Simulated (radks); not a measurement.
The caesium ion Cs+, 54 electrons, occupied as [Kr] 4d10 5s2 5p4 6s2 (not the ground configuration).

Method: non-relativistic Kohn-Sham, r2SCAN, spin-polarised, spherical densities, point nucleus; open shells are filled with parallel spins first (spin-orbit coupling, left out, can overturn this in heavy ions); meta-GGA in the generalised Kohn-Sham scheme; relativity is left out, which matters for an element this heavy; computed with a radial shooting solver on a logarithmic mesh with Libxc functionals.

Energy parts (Ry):
total: -15110.7130
kinetic: 15105.5479
electron-nucleus: -35758.6465
Hartree: 5914.7527
exchange-correlation: -372.3670

Orbitals (lengths in bohr, moments of r in powers of bohr; r(90%) holds 90 % of the orbital's charge):
| orbital | occ. | eigenvalue (Ry) | <r^4> | <r> | r(90%) |
|---|---|---|---|---|---|
| 1s up | 1 | -2521.413 | 2.638e-06 | 0.02763 | 0.0491 |
| 1s down | 1 | -2521.402 | 2.638e-06 | 0.02763 | 0.0491 |
| 2s up | 1 | -387.3707 | 0.0004631 | 0.1186 | 0.182 |
| 2s down | 1 | -387.3690 | 0.0004631 | 0.1186 | 0.182 |
| 2p up | 3 | -364.8252 | 0.0003004 | 0.1010 | 0.164 |
| 2p down | 3 | -364.8173 | 0.0003004 | 0.1010 | 0.164 |
| 3s up | 1 | -81.81754 | 0.01877 | 0.3125 | 0.458 |
| 3s down | 1 | -81.81213 | 0.01876 | 0.3125 | 0.458 |
| 3p up | 3 | -72.20716 | 0.01784 | 0.3030 | 0.453 |
| 3p down | 3 | -72.19891 | 0.01784 | 0.3029 | 0.453 |
| 3d up | 5 | -54.39409 | 0.01416 | 0.2739 | 0.428 |
| 3d down | 5 | -54.38529 | 0.01415 | 0.2739 | 0.428 |
| 4s up | 1 | -16.47837 | 0.5101 | 0.7241 | 1.04 |
| 4s down | 1 | -16.46121 | 0.5094 | 0.7244 | 1.04 |
| 4p up | 3 | -12.98165 | 0.6213 | 0.7519 | 1.09 |
| 4p down | 3 | -12.96434 | 0.6183 | 0.7518 | 1.09 |
| 4d up | 5 | -6.95211 | 1.070 | 0.8309 | 1.25 |
| 4d down | 5 | -6.92919 | 1.045 | 0.8286 | 1.25 |
| 5s up | 1 | -2.93599 | 17.32 | 1.756 | 2.51 |
| 5s down | 1 | -2.75165 | 17.55 | 1.754 | 2.51 |
| 5p up | 3 | -2.02192 | 28.37 | 1.963 | 2.84 |
| 5p down | 1 | -1.84697 | 30.78 | 1.985 | 2.89 |
| 6s up | 1 | -0.62475 | 621.6 | 4.345 | 6.15 |
| 6s down | 1 | -0.62272 | 637.7 | 4.381 | 6.19 |

The highest occupied level is 6s down at -8.473 eV. Spin moment in Bohr magnetons: 2.
